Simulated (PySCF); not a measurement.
Species: C₆H₁₃OP.
Z-matrix (Å and degrees, PBE0-D3(BJ)/def2-SVP geometry), rows numbered from 1:
```
C 
O   1  1.3916
C   2  1.3980  1  113.69
C   3  1.5127  2  108.62  1  -176.83
P   4  1.8643  3  111.75  2    58.81
C   5  1.8326  4   99.36  3  -178.98
C   6  1.5074  5  117.92  4   -94.18
C   7  1.4936  6   60.21  5  -108.40
H   1  1.1087  2  112.07  3   -61.05
H   1  1.0990  2  108.00  3   179.58
H   1  1.1084  2  111.98  3    60.21
H   3  1.1109  2  110.31  1   -56.26
H   3  1.1108  2  110.60  1    61.82
H   4  1.1019  3  110.16  2   -65.11
H   4  1.1020  3  109.31  2   176.89
H   5  1.4260  4   97.59  3   -79.69
H   6  1.0963  5  116.65  4    50.85
H   7  1.0933  6  117.70  8  -108.85
H   7  1.0947  6  117.74  8   107.85
H   8  1.0942  6  117.75  7  -107.99
H   8  1.0931  6  117.60  7   108.89
```

Level of theory: PBE0-D3(BJ)/def2-SVP geometry optimisation, gas phase (PySCF 2.14.0).

Take the most abundant isotopes and a rigid rotor. The values belong to one conformer with, in the numbering `[CH3:1][O:2][CH2:3][CH2:4][PH:5][CH:6]1[CH2:7][CH2:8]1`, C1–O2–C3–C4 -177°, O2–C3–C4–P5 59°, C3–C4–P5–C6 -179°, C4–P5–C6–C7 -94°.

Question: Give the principal moments of inertia and the rotational constants in GHz.

Answer: Ia = 85.86, Ib = 773.15, Ic = 816.67 u·Å²; 505379 MHz·u·Å²/I gives 5886, 653.7 and 618.8 MHz, that is A = 5.8860, B = 0.6537, C = 0.6188 GHz.

Question: Classify the top.

Answer: A near-prolate asymmetric top: κ = (2 × 653.7 − 5886 − 618.8)/(5886 − 618.8) = -0.99.

Question: Is it planar, by Δ = Ic − Ia − Ib?

Answer: Not planar: Δ = Ic − Ia − Ib = -42.34 u·Å². For a rigid frame Δ = −2 Σ m c², so Σ m c² = 21.17 u·Å² lies off the ab plane: 11.52 from hydrogen and 9.65 from heavier atoms. The atom farthest from that plane is 1.58 Å away.

Question: Give the other two planar moments, Paa and Pbb, and the rms extents of the mass along the axes.

Answer: Paa = Σ m a² = (Ib + Ic − Ia)/2 = 751.98 and Pbb = Σ m b² = (Ia + Ic − Ib)/2 = 64.69 u·Å². With the mass M = 132.07 u, the rms extents √(P/M) along a, b and c are 2.39, 0.70, 0.40 Å.

Question: Which lines would a microwave search look for?

Answer: The dipole components are |μa| = 0.51 D, |μb| = 1.27 D, |μc| = 0.34 D. The squared components, which scale the intensities, stand as 0.16 : 1.00 : 0.07 (a : b : c). Some lines, for components of 0.1 D or more:

```csv
type,branch,"J(Ka,Kc)",MHz,lower level (cm⁻¹)
a,R,"4(1,4) ← 3(1,3)",5020,0.426
c,Q,"3(1,3) ← 3(0,3)",5146,0.255
c,Q,"2(1,2) ← 2(0,2)",5198,0.127
a,R,"5(0,5) ← 4(0,4)",6359,0.424
a,R,"5(1,4) ← 4(1,3)",6449,0.605
b,R,"1(1,1) ← 0(0,0)",6505,0.000
c,R,"4(1,3) ← 3(0,3)",10514,0.255
b,Q,"3(2,2) ← 3(1,3)",15854,0.426
c,Q,"5(3,3) ← 5(2,3)",26244,1.337
b,R,"4(3,1) ← 3(2,2)",31339,0.955
c,R,"5(3,2) ← 4(2,2)",32610,1.125
c,R,"5(4,2) ← 4(3,2)",43111,2.000
```

Question: Estimate the classical rotational partition function at 100 K, 200 K and 500 K.

Answer: Point group C1, symmetry number σ = 1; q = (√π/σ)·√((kT/h)³/(ABC)), k/h = 20836.6 MHz/K: 109000 at 100 K, 309000 at 200 K, 1220000 at 500 K.

PBE0-D3(BJ)/def2-SVP frequencies: not computed here. Zero-point vibration and centrifugal distortion are left out. A rigid rotor knows nothing of internal rotation, which can split or shift real lines.

On Intel Xeon Platinum 8488C, one thread, no GPU, shared host with 192 logical CPUs at a one-minute load of 10, this took 2.0 min of wall time and 0.90 GiB of memory at its peak. These figures are those of the optimisation.
